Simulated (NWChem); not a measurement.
System: 1,2,4-triazole (C2H3N3); SMILES c1nc[nH]n1

Input file for NWChem:

```
start job
memory heap 200 mb stack 900 mb global 1100 mb
geometry units angstroms noautosym nocenter noautoz
  C      1.067683     0.358676     0.000000
  N      0.011089     1.225806     0.000000
  C     -1.035625     0.409132     0.000000
  N     -0.605617    -0.882493     0.000000
  N      0.743594    -0.937382     0.000000
  H      2.115559     0.685661     0.000000
  H     -2.095835     0.693582     0.000000
  H     -1.151445    -1.746665     0.000000
end
basis spherical
  C library def2-svp
  N library def2-svp
  H library def2-svp
end
dft
  xc b3lyp
  iterations 150
end
cosmo
  do_cosmo_smd true
  solvent water
end
task dft energy
```

Structure relaxed at the PBE-D3(BJ)/def2-SVP level. B3LYP is NWChem's, with the RPA form of VWN correlation. Solvent: water.

Level: B3LYP/def2-SVP with SMD (1 M gas to 1 M solution), gas-phase geometry.

Question: Predict the main results of this run. (B3LYP/def2-SVP, SMD on the gas-phase geometry.) Quantities: solvation free energy (kcal/mol); cavity-dispersion-structure term (kcal/mol); dipole in solution (D).

Answer: 
```json
{
 "solvation free energy (kcal/mol)": "-9.8",
 "cavity-dispersion-structure term (kcal/mol)": "0.6",
 "dipole in solution (D)": "3.88"
}
```
